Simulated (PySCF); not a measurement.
**Excitation energy of Cs by level of theory**

Cs [Xe] 6s1 (2S) → Cs [Xe] 5d1 (2D), as a difference of total energies. All numbers are calculated (PySCF 2.14, the spin-free X2C one-electron Hamiltonian (Gaussian nucleus), in x2c-TZVPPall (11s7p6d2f1g, 85 functions)). Correlated levels: valence and next inner shell: [Kr] 4d10 frozen. The calculations carry no spin-orbit coupling.

Question: Order these methods by the excitation energy they give, lowest first.
A. UHF
B. MP2 (valence and next inner shell)
C. PBE0
D. r2SCAN

Answer: D (1.467 eV), C (1.519 eV), A (1.719 eV), B (1.845 eV).

Errors of the correlated levels include the incompleteness of this basis and the frozen core.

For comparison: 1.805 eV (measured; NIST levels, between the centres of gravity of the two terms).
